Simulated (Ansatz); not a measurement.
`C[SiH](N)CS` and `CO[SiH](C)N` differ in one atom or group.

Ansatz, PBE0-D4/def2-TZVP geometries, multiplicity 1. Each molecule was computed in one conformer, which needn't be the lowest.

| property | `C[SiH](N)CS` |
| --- | --- |
| HOMO–LUMO gap (PBE/def2-TZVPP) / eV | 4.97 |
| size of the dipole moment (PBE/def2-TZVPP) / D | 2.19 |
| LUMO energy (PBE/def2-TZVPP) / eV | -0.27 |
| HOMO energy (ωB97M-V/def2-TZVPP) / eV | -8.71 |
| HOMO–LUMO gap (ωB97M-V/def2-TZVPP) / eV | 10.74 |
| HOMO–LUMO gap (PBE0/def2-TZVPP) / eV | 7.05 |

Q: What does the change do to each property? (Best estimate.)

A: Computed: 
| property | `CO[SiH](C)N` | shift |
| --- | --- | --- |
| HOMO–LUMO gap (PBE/def2-TZVPP) / eV | 6.00 | 1.03 |
| size of the dipole moment (PBE/def2-TZVPP) / D | 2.04 | -0.15 |
| LUMO energy (PBE/def2-TZVPP) / eV | 0.07 | 0.34 |
| HOMO energy (ωB97M-V/def2-TZVPP) / eV | -9.82 | -1.11 |
| HOMO–LUMO gap (ωB97M-V/def2-TZVPP) / eV | 12.08 | 1.34 |
| HOMO–LUMO gap (PBE0/def2-TZVPP) / eV | 8.28 | 1.23 |

With PBE0 the HOMO falls by 0.93 eV and the LUMO rises by 0.31 eV, so the gap widens by about 1.24 eV. PBE moves the HOMO by -0.70 eV and ωB97M-V by -1.11 eV. Dipoles are sizes alone; their direction can turn.
